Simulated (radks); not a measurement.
Values are calculated unless marked as measured or tabulated.
Spherical jellium clusters: N electrons in a uniform positive sphere of charge N and radius rs N^(1/3), rs = 2.94 bohr. Level of theory: non-relativistic Kohn-Sham, PBEsol, spin-polarised, spherical densities (a radial shooting solver with Libxc functionals). Levels are named by radial order and angular momentum (1s, 1p, 1d, 2s, ...), and open shells are averaged over m.

N = 25, configuration 1s2 1p6 1d10 2s2 1f(up 5, down 0). This is the lowest configuration that the search found. Occupied and some empty levels:

level    occupation  eigenvalue (eV)  <r> (bohr)
1s up             1          -7.7030       5.278
1s down           1          -7.5213       5.002
1p up             3          -6.4390       6.293
1p down           3          -6.1148       6.108
1d up             5          -4.8667       7.030
1d down           5          -4.4464       6.919
2s up             1          -4.1625       5.910
2s down           1          -3.9037       5.998
1f up             5          -3.0582       7.703
1f down           0          -2.5817       7.666
2p up             0          -2.2091       7.409
2p down           0          -1.9417       7.468
1g up             0          -1.1025       8.503
1g down           0         -0.61346       8.606
2d up             0         -0.59124       10.25

Energy (eV): total -38.5259, kinetic 76.916, external -2322.5, Hartree 1138.2, exchange-correlation -118.17, background 1187.0.

Electron density:

r (bohr)  n(r) (e/bohr^3)
0.633             0.01206
1.69              0.01050
2.75             0.008945
3.81             0.008724
4.86             0.009694
5.92              0.01018
6.98             0.008560
8.03             0.005217
9.09             0.002267
10.2            0.0007793
11.2            0.0002375
12.3           0.00007049
13.3           0.00002052
